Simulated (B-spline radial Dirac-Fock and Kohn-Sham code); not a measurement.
## Binding energies of Kr²⁺ in different valence configurations

Calculated with a radial atomic solver, using Dirac-Fock energy differences between relaxed states, corrected for Breit and QED terms. Correlation energy is missing from these numbers.

Reference: the tabulated ground configuration [Ar] 3d10 4s2 4p4, with 2s 1958.6 eV, 2p1/2 1760.2 eV, 3p1/2 252.4 eV, 3d3/2 120.8 eV, 3d5/2 119.5 eV, 4s 53.28 eV.

Shifts from the reference in eV.

```csv
configuration,average energy,2s,2p1/2,3p1/2,3d3/2,3d5/2,4s
[Ar] 3d10 4s1 4p5,+17.53,+1.47,+1.78,+1.75,+1.74,+1.74,+2.76
```
